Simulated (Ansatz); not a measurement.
## How basis sets differ on RbBr (SMILES [Br][Rb])

The species is RbBr (2 atoms), meant as a singlet with charge 0. SMILES: `[Br][Rb]`. The bond length is the measured one.

```xyz
2

Br    0.0000    0.0000    0.0000
Rb    0.0000    0.0000    2.9447
```

Quantity: the HOMO–LUMO gap, in eV. The values are calculated.

```tsv
level	kind	program	value (eV)
HSE06/def2-SVP (core potential)	range-separated hybrid	Ansatz	3.44
HSE06/def2-SVPD (core potential)	range-separated hybrid	Ansatz	3.66
HSE06/def2-TZVP (core potential)	range-separated hybrid	Ansatz	3.63
HSE06/def2-TZVPD (core potential)	range-separated hybrid	Ansatz	3.66
HSE06/def2-TZVPPD (core potential)	range-separated hybrid	Ansatz	3.66
HSE06/def2-QZVPPD (core potential)	range-separated hybrid	Ansatz	3.71
```

The values span 3.44 to 3.71 eV. Orbital gaps aren't excitation energies.
